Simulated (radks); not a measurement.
The numbers below are computed, except where a source is named.
Question: Coherent X-ray form factor from a spherical all-electron density. Code: a radial shooting solver on a logarithmic mesh with Libxc functionals. Model: non-relativistic Kohn-Sham, PBE, spin-polarised, spherical densities, point nucleus.

sin(theta)/lambda (1/angstrom)  f0 (electrons)
0.05                                    15.845
0.1                                     15.398
0.15                                    14.709
0.2                                     13.848
0.25                                    12.894
0.3                                     11.922
0.4                                     10.138
0.5                                      8.746
0.6                                      7.745
0.8                                      6.446
1                                        5.453
1.25                                     4.295
1.5                                      3.309
2                                        2.067

The species is in the configuration that NIST lists as its ground one. Which atom or ion scatters so?

Answer: The scandium ion Sc5+, [Ne] 3s2 3p4. Extrapolating in s^2 from the first two rows gives f0(0) = 16.0, near the electron count 16; among species with that count, the fall with angle is slower the higher Z, and the table is that of Z = 21; from so few rows the species is fixed only to a neighbour or two.
